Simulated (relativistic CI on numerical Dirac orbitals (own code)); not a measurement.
**Energy levels of Mo³⁺**

These numbers are calculated, not measured: Dirac-Coulomb-Breit CI, orbitals from a KLI potential per configuration, model QED (radiative potential, 1s self-energy scaled to tabulated hydrogen-like ionisation energies), valence Slater integrals scaled by 0.85, configuration energies shifted to the measured levels that pair with them (semi-empirical) (own radial code, finite nucleus).

CI space (outside the closed core [Ar] 3d10): 4s2 4p6 4d3, 4s2 4p6 4d2 5s, 4s2 4p6 4d2 5p, 4s2 4p6 4d2 4f, 4s2 4p6 4d 5s2, 4s2 4p6 4d2 6s, 4s2 4p6 4d2 5d, 4s2 4p6 4d 5s 5p, 4s2 4p5 4d4, 4s2 4p6 4d 4f2, 4s2 4p6 4d2 6p, 4s2 4p6 4d2 6d, 4s2 4p6 4d2 5f, 4s2 4p6 4d2 5g, 4s2 4p6 4d 5p2, 4s2 4p6 4d2 6f, 4s2 4p6 4d 5s 5d, 4s2 4p6 4d 4f 5s, 4s2 4p4 4d5, 4s2 4p5 4d3 4f, 4s2 4p6 4d 5p 5d, 4s2 4p6 4d 4f 5p, 4s 4p6 4d4. Levels of other configurations are missing.

The lowest level is 4s2 4p6 4d3 4F_3/2, with 97 % of that term; Hund's rules for 4s2 4p6 4d3 give 4F with J = 3/2, in agreement.

```
No.  Configuration  Term     J  E (cm⁻¹)   %  jj configuration (%)
  1    4s2 4p6 4d3    4F   3/2       0.0  97          4d3/2^3 (42)
  2    4s2 4p6 4d3    4F   5/2     737.0  98    4d3/2^2 4d5/2 (79)
  3    4s2 4p6 4d3    4F   7/2    1664.7  98    4d3/2 4d5/2^2 (74)
  4    4s2 4p6 4d3    4F   9/2    2716.4  97    4d3/2 4d5/2^2 (49)
  5    4s2 4p6 4d3    4P   3/2   10016.8  81    4d3/2^2 4d5/2 (58)
  6    4s2 4p6 4d3    4P   1/2   10032.0  92    4d3/2^2 4d5/2 (77)
  7    4s2 4p6 4d3    4P   5/2   11250.1  97    4d3/2 4d5/2^2 (63)
  8    4s2 4p6 4d3    2G   7/2   11618.4  98    4d3/2 4d5/2^2 (49)
  9    4s2 4p6 4d3    2G   9/2   12391.4  87    4d3/2^2 4d5/2 (61)
 10    4s2 4p6 4d3    2D   3/2   13509.2  44    4d3/2 4d5/2^2 (63)
 11    4s2 4p6 4d3    2P   1/2   13755.3  90    4d3/2 4d5/2^2 (76)
 12    4s2 4p6 4d3    2D   5/2   15959.7  96    4d3/2 4d5/2^2 (52)
 13    4s2 4p6 4d3    2D   3/2   16239.3  50          4d5/2^3 (78)
 14    4s2 4p6 4d3    2H   9/2   16467.5  88    4d3/2 4d5/2^2 (49)
 15    4s2 4p6 4d3    2H  11/2   16901.5  99    4d3/2 4d5/2^2 (99)
 16    4s2 4p6 4d3    2F   7/2   24692.0  97    4d3/2 4d5/2^2 (73)
 17    4s2 4p6 4d3    2F   5/2   24993.9  97    4d3/2 4d5/2^2 (50)
 18    4s2 4p6 4d3    2D   5/2   37505.9  97    4d3/2^2 4d5/2 (48)
 19    4s2 4p6 4d3    2D   3/2   37845.7  98    4d3/2 4d5/2^2 (86)
 20     4d2(3F) 5s    4F   3/2   60408.8  99       4d3/2^2 5s (75)
 21     4d2(3F) 5s    4F   5/2   61086.8  98   4d3/2 4d5/2 5s (57)
 22     4d2(3F) 5s    4F   7/2   62089.3  99   4d3/2 4d5/2 5s (86)
 23     4d2(3F) 5s    4F   9/2   63342.0  99       4d5/2^2 5s (75)
 24     4d2(3F) 5s    2F   5/2   68447.7  94   4d3/2 4d5/2 5s (58)
 25     4d2(3F) 5s    2F   7/2   70465.1  97       4d5/2^2 5s (58)
 26     4d2(3P) 5s    4P   1/2   71990.2  99       4d3/2^2 5s (46)
 27     4d2(3P) 5s    4P   3/2   72357.8  93   4d3/2 4d5/2 5s (95)
 28     4d2(3P) 5s    4P   5/2   72391.9  69   4d3/2 4d5/2 5s (83)
 29     4d2(1D) 5s    2D   3/2   74055.0  89       4d5/2^2 5s (42)
 30     4d2(1D) 5s    2D   5/2   74934.9  68       4d5/2^2 5s (94)
```

Energies count from the lowest computed level. Percentages are summed over parent terms; the parents shown are those of the largest component, closed shells are left out there. Filled j subshells are mostly left out of the jj labels.

The mean weight of the leading LS term, summed over parents, in these 30 levels is 90 %, and that of the leading jj configuration (from the same eigenvectors) 66 %, so LS coupling describes them better.

Configurations whose levels could be paired with our table of measured levels were shifted onto them, all but the ground configuration, by the median error of their levels; single terms can still be off by 1,000 to 2,000 cm⁻¹ or more, and rates follow the energies as ν³ (E1, M1) or ν⁵ (E2). The others borrow a shift and can be off by several thousand cm⁻¹ or more. The fine structure of a lone outer electron comes out too small, for d and f at times inverted, and misplaced configurations move strength between like terms. 58 of the 64 excited levels that our extract of the measured tables holds in this range could be paired (the sources list more); they are missed by 336 cm⁻¹ on average and 1416 at most, after the shifts were fitted to these levels, and levels without a partner can miss by more. Some levels of the ground configuration have no partner and can miss by 10 % or more.

Landé's interval rule says that E(J) − E(J−1) = AJ with one A. For the ground term the intervals give A = 294.8, 265.1, 233.7 cm⁻¹ for J = 5/2, 7/2, 9/2; the multiplet is regular.

LS names give the leading component of a level, which can be under half, so a name can repeat, a term be missing and a line seem to break the LS rules.
